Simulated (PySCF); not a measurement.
PySCF input for C₂H₈FNSi₂, SMILES F[Si@@H]1CNC[SiH2]1, B3LYP/pcSseg-1. Geometry optimised at r2SCAN-D4/def2-SVP. The structure was generated by enumeration; whether it is a known compound was not checked. Other conformers were not sampled.

```python
import numpy as np
from pyscf import gto, scf, dft
from pyscf.prop.nmr import rks as nmr

mol = gto.M(
    atom='''
    F    -1.20208403    2.00452392    0.65365007
    Si   -0.52826837    0.95462250   -0.40916318
    C    -1.34923725   -0.77912457   -0.32098135
    N    -0.33562552   -1.83314023   -0.43470511
    C     0.79071646   -1.64765194    0.48627190
    Si    1.56127592    0.10934484    0.22305224
    H    -0.65028646    1.57599585   -1.76205431
    H    -2.12586517   -0.93507606   -1.08741878
    H    -1.86004551   -0.87542271    0.65680888
    H     0.00406840   -1.89274927   -1.39567322
    H     0.41876268   -1.74487253    1.52268002
    H     1.51897608   -2.46170611    0.34160905
    H     2.53689657    0.04585229   -0.91081515
    H     2.21464753    0.74436145    1.40875834
    ''',
    basis='pcSseg-1',
    charge=0,
    spin=0,
    max_memory=1600,
    verbose=3,
)
mf = dft.RKS(mol, xc='b3lyp')
mf.grids.level = 3
mf.conv_tol = 1e-10
mf.max_cycle = 100
mf.kernel()
n = nmr.NMR(mf)
n.verbose = 2
n.max_cycle_cphf = 60
sigma = n.kernel()
print('atom   isotropic/ppm   span/ppm')
for i, s in enumerate(sigma):
    w = np.linalg.eigvalsh((s + s.T) / 2)
    print(f'{mol.atom_symbol(i):2s}{i + 1:3d} {w.mean():14.3f} {w[2] - w[0]:11.3f}')
```

It prints:

```
converged SCF energy = -814.649068670339
atom   isotropic/ppm   span/ppm
F   1        394.254      73.447
Si  2        303.906     155.767
C   3        136.508      67.163
N   4        221.473      94.126
C   5        141.439      73.858
Si  6        424.509      53.635
H   7         25.954       7.767
H   8         28.313      10.780
H   9         29.365      11.329
H  10         32.312      19.126
H  11         29.272      12.107
H  12         28.291      11.484
H  13         28.401       9.183
H  14         27.662       9.332
```

Self-consistency was reached.

Cost: around 70 core-seconds (rough).
